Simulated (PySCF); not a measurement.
C₂H₄ClFOSi, SMILES C[Si@@](C=O)(F)Cl. Geometry optimised at ωB97X-D3(BJ)/def2-SVP. The structure was generated by enumeration; whether it is a known compound was not checked. Other conformers were not sampled.

Computed equilibrium geometry at ωB97X-D3(BJ)/def2-SVP (PySCF confirms it by a frequency run) as a Z-matrix (one conformer of several):
```
Si
F 1 1.6256
C 1 1.8430 2 111.26
H 3 1.1004 1 111.22 2 -61.13
H 3 1.1007 4 108.87 1 121.00
H 3 1.1011 4 109.06 5 117.72
C 1 1.9125 2 107.91 3 122.05
O 7 1.2109 1 118.93 2 -123.92
H 7 1.1234 8 120.36 1 178.94
Cl 1 2.0556 2 106.99 3 -123.01
```
Charge 0, spin multiplicity 1.
